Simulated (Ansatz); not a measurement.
One change: `[GeH3][CH]1CO1` becomes `FCC1CO1`.

Ansatz, PBE0-D4/def2-TZVP geometries, multiplicity 1. Each molecule was computed in one conformer, which needn't be the lowest.

Scalar relativity is left out up to krypton.

```csv
property,`[GeH3][CH]1CO1`
HOMO energy (PBE0/def2-TZVPP) / eV,-7.70
HOMO–LUMO gap (ωB97M-V/def2-TZVPP) / eV,12.60
size of the dipole moment (B3LYP/def2-TZVPP) / D,1.69
LUMO energy (PBE/def2-TZVPP) / eV,0.08
HOMO energy (ωB97M-V/def2-TZVPP) / eV,-10.04
HOMO energy (PBE/def2-TZVPP) / eV,-6.14
```

Question: What does the change do to each property? (An estimate is asked.)

Answer: Computed: 
```json
{"property": "HOMO energy (PBE0/def2-TZVPP) / eV", "`FCC1CO1`": "-8.23", "shift": "-0.53"}
{"property": "HOMO–LUMO gap (ωB97M-V/def2-TZVPP) / eV", "`FCC1CO1`": "13.70", "shift": "1.10"}
{"property": "size of the dipole moment (B3LYP/def2-TZVPP) / D", "`FCC1CO1`": "0.56", "shift": "-1.13"}
{"property": "LUMO energy (PBE/def2-TZVPP) / eV", "`FCC1CO1`": "0.34", "shift": "0.26"}
{"property": "HOMO energy (ωB97M-V/def2-TZVPP) / eV", "`FCC1CO1`": "-10.68", "shift": "-0.64"}
{"property": "HOMO energy (PBE/def2-TZVPP) / eV", "`FCC1CO1`": "-6.53", "shift": "-0.39"}
```

With PBE0 the HOMO falls by 0.53 eV and the LUMO rises by 0.51 eV, so the gap widens by about 1.04 eV. PBE moves the HOMO by -0.39 eV and ωB97M-V by -0.64 eV. Dipoles are sizes alone; their direction can turn.

B3LYP here is the variant with VWN-RPA as its local correlation; programs differ in this.
